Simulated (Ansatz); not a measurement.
`CC(F)(F)C(F)(F)C(F)(F)C(F)(F)C(F)(F)C(F)(F)C(F)(F)C(F)(F)C(F)(F)C(F)(F)C(F)(F)C(C)(F)F`, relaxed as a singlet with RKS PBE-D4/def2-SVP in Ansatz, starting from the GFN2-xTB geometry. Force threshold 0.03 eV/Å.

Single mean-field runs in def2-SVP are fitted with def2-universal-jkfit.

Start:

```xyz
44

C     4.777   -5.253   -0.350
C     3.432   -4.922   -0.960
F     3.541   -4.779   -2.300
F     2.548   -5.931   -0.774
C     2.794   -3.599   -0.411
F     1.974   -3.062   -1.329
F     3.771   -2.693   -0.187
C     1.980   -3.815    0.901
F     2.686   -4.604    1.738
F     0.840   -4.461    0.626
C     1.645   -2.515    1.703
F     0.988   -2.892    2.813
F     2.787   -1.936    2.104
C     0.792   -1.460    0.926
F    -0.152   -2.069    0.193
F     1.595   -0.795    0.082
C     0.098   -0.459    1.907
F    -0.932   -1.076    2.504
F     0.964   -0.107    2.871
C    -0.417    0.868    1.254
F    -1.003    1.579    2.232
F     0.637    1.578    0.826
C    -1.419    0.670    0.075
F    -0.741    0.291   -1.019
F    -2.271   -0.326    0.376
C    -2.296    1.923   -0.269
F    -3.051    1.582   -1.327
F    -3.126    2.156    0.758
C    -1.494    3.222   -0.586
F    -0.401    2.906   -1.307
F    -1.057    3.751    0.569
C    -2.282    4.309   -1.385
F    -2.544    3.839   -2.619
F    -1.438    5.350   -1.548
C    -3.608    4.834   -0.751
C    -4.154    6.033   -1.494
F    -3.379    5.121    0.552
F    -4.505    3.818   -0.755
H     5.477   -4.448   -0.551
H     4.681   -5.407    0.721
H     5.136   -6.169   -0.814
H    -4.371    5.752   -2.521
H    -5.071    6.349   -1.002
H    -3.430    6.843   -1.472
```

```
step  energy (eV)  largest force component (eV/Å)  SCF passes
   1  -79681.9389                           0.682          19
   2  -79682.1586                           0.293          19
   3  -79682.2018                           0.077          19
   4  -79682.2105                           0.034          18
   5  -79682.2118                           0.044          18
   6  -79682.2127                           0.012          18
```

Force components are those of the run's own axes.

End:

```xyz
44

C     4.802   -5.306   -0.376
C     3.476   -4.937   -0.999
F     3.649   -4.692   -2.333
F     2.581   -5.967   -0.886
C     2.789   -3.651   -0.417
F     1.878   -3.202   -1.314
F     3.749   -2.695   -0.257
C     2.047   -3.853    0.943
F     2.862   -4.553    1.786
F     0.923   -4.567    0.739
C     1.671   -2.547    1.742
F     0.979   -2.975    2.830
F     2.811   -1.954    2.155
C     0.794   -1.495    0.982
F    -0.179   -2.140    0.295
F     1.593   -0.826    0.116
C     0.108   -0.466    1.944
F    -0.911   -1.075    2.587
F     1.025   -0.056    2.858
C    -0.442    0.857    1.282
F    -1.061    1.528    2.285
F     0.612    1.585    0.849
C    -1.452    0.675    0.106
F    -0.777    0.257   -0.989
F    -2.352   -0.279    0.458
C    -2.315    1.937   -0.286
F    -3.025    1.556   -1.378
F    -3.166    2.193    0.732
C    -1.526    3.237   -0.631
F    -0.477    2.902   -1.427
F    -1.050    3.771    0.518
C    -2.313    4.355   -1.407
F    -2.567    3.911   -2.664
F    -1.445    5.404   -1.494
C    -3.642    4.887   -0.794
C    -4.162    6.116   -1.502
F    -3.420    5.152    0.530
F    -4.565    3.879   -0.868
H     5.521   -4.477   -0.507
H     4.685   -5.525    0.699
H     5.180   -6.206   -0.898
H    -4.322    5.893   -2.573
H    -5.125    6.398   -1.037
H    -3.443    6.948   -1.401
```

By distances, no bond broke or formed. The bond that changes most is C1–H39, from 1.09 to 1.10 Å (atoms count from 1).

No frequencies were taken in this run, so the end may be a saddle point.

Hardware: 2 threads of AMD EPYC 7R13 on a shared host and a share (18 GiB) of an NVIDIA H100 80GB HBM3. Wall time 24 s, peak host memory 1.1 GiB.
